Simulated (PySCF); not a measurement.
CH₈FNOSi₂, SMILES O[Si@H](C)[Si@H](N)F. Geometry: PBE-D3(BJ)/def2-SVP. The structure was generated by enumeration; whether it is a known compound was not checked. One conformer was computed; it need not be the lowest.

Computed equilibrium geometry at PBE-D3(BJ)/def2-SVP (PySCF confirms it by a frequency run) as a Z-matrix (one conformer of several):
```
Si
O 1 1.6954
H 2 0.9817 1 108.80
H 1 1.5118 2 111.37 3 -101.01
C 1 1.8790 4 108.98 2 121.77
H 5 1.1081 1 111.21 4 175.70
H 5 1.1092 6 108.69 1 121.90
H 5 1.1093 6 108.18 7 117.04
N 3 2.3224 2 135.22 1 4.31
H 9 1.0250 3 130.13 2 -153.51
H 9 1.0255 10 109.53 3 108.56
Si 9 1.7527 10 119.40 11 140.79
F 12 1.6531 9 113.97 10 -77.87
H 12 1.5045 13 106.43 9 -114.98
```
